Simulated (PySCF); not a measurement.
## ORD: `C=C[C@@]12CC[C@@H]1C2`, C₇H₁₀

Geometry:
```csv
atom,x (Å),y (Å),z (Å)
C1,2.106,-0.108,1.480
C2,1.348,-0.753,0.605
C3,0.237,-0.175,-0.147
C4,-0.789,-0.995,-0.928
C5,-1.901,-0.034,-0.461
C6,-0.864,0.786,0.290
C7,0.192,1.243,-0.657
H8,1.956,0.935,1.705
H9,2.906,-0.598,2.006
H10,1.522,-1.805,0.412
H11,-0.622,-1.041,-2.005
H12,-0.909,-2.006,-0.544
H13,-2.628,-0.511,0.192
H14,-2.428,0.502,-1.251
H15,-1.019,1.242,1.254
H16,-0.058,1.418,-1.694
H17,0.942,1.914,-0.267
```

Method used: PySCF, TDDFT B3LYP/def2-SVPD circular dichroism and optical rotation, one conformer, gas phase. Geometry: GFN2-xTB.

The molecule is flexible and this is one conformer; a measurement averages over conformers. States above about 6.4 eV (minus the energy of the highest occupied orbital) lie near or above the ionisation threshold and depend on the basis.

Stereocentres: C3 S, C6 R.

(1) Give the optical rotatory dispersion at 633, 589.3, 546, 436, 405, 365, 355 nm.

(2) And for the mirror image at 589.3 nm?

(3) What is the molar rotation [Φ] = [α]·M/100 of the geometry above at 589.3 nm?

## Answers

(1) [α] in deg dm⁻¹ (g/mL)⁻¹:
| λ (nm) | origin-invariant length gauge | modified velocity gauge | length gauge (centre of mass) | isotropic polarisability (au) |
| --- | --- | --- | --- | --- |
| 633 | -370.9 | -371.6 | -371.6 | 82.0 |
| 589.3 | -441.6 | -442.4 | -442.4 | 82.4 |
| 546 | -535.1 | -536.1 | -536.2 | 82.9 |
| 436 | -991.7 | -993.0 | -993.8 | 85.1 |
| 405 | -1242.6 | -1243.8 | -1245.3 | 86.1 |
| 365 | -1758.1 | -1759.1 | -1762.0 | 88.0 |
| 355 | -1942.9 | -1943.8 | -1947.3 | 88.7 |

(2) +441.6 deg dm⁻¹ (g/mL)⁻¹ (origin-invariant length gauge): the same size and the opposite sign.

(3) With M = 94.16 g/mol, -415.8 deg cm² dmol⁻¹ (origin-invariant length gauge).

The first excitation lies at 5.81 eV (213 nm) with R = -59.8 × 10⁻⁴⁰ esu² cm² (velocity form).
